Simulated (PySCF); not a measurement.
Here is a computed GFN2-xTB geometry (Å):
```
C 
C   1  1.3215
C   2  1.4863  1  124.30
P   3  1.8809  2  110.67  1   113.00
C   4  1.8532  3   97.34  2  -172.64
C   4  1.8178  3   96.52  2   -71.10
C   6  1.3234  4  126.33  3  -133.49
H   1  1.0766  2  122.06  3  -179.17
H   1  1.0785  2  121.69  3     1.32
H   2  1.0825  1  120.34  3   178.49
H   3  1.0931  2  111.21  1    -8.87
H   3  1.0942  2  110.12  1  -130.15
H   5  1.0881  4  109.14  3   176.67
H   5  1.0889  4  108.65  3   -65.49
H   5  1.0891  4  111.32  3    55.53
H   6  1.0845  4  113.08  3    51.64
H   7  1.0773  6  122.30  4     3.41
H   7  1.0789  6  121.75  4  -176.63
```
Z-matrix in Å and degrees, rows numbered from 1.

Neutral, closed shell.

Task: Which heavy atoms are bonded, and with what formal order?

Result: C1–C2 (double); C2–C3 (single); C3–P4 (single); P4–C5 (single); P4–C6 (single); C6–C7 (double). Hydrogens: H8, H9 on C1; H10 on C2; H11, H12 on C3; H13, H14, H15 on C5; H16 on C6; H17, H18 on C7.

Task: Which species is it?

Result: `C=CCP(C)C=C`, C6H11P. Among its features: C=C double bond and phosphine.

Task: Name the point group.

Result: C1 (no symmetry element, even within 0.4 Å).

Task: Classify the heavy atoms.

Result: C1: terminal =CH2 carbon; C2: alkene CH carbon; C3: sp3 carbon bound to phosphorus; P4: phosphine phosphorus; C5: sp3 carbon bound to phosphorus; C6: alkene CH carbon; C7: terminal =CH2 carbon.

Task: What is the arrangement about C2?

Result: It has 3 neighbours (C1, C3, H10) and is planar (angles 124.3°, 120.3° and 115.3°, sum 360.0°, 0.01 Å off the plane of its three neighbours).

Task: What is the arrangement about C5?

Result: It has 4 neighbours (P4, H13, H14, H15) and is tetrahedral (angles from 108.3° to 111.3°).
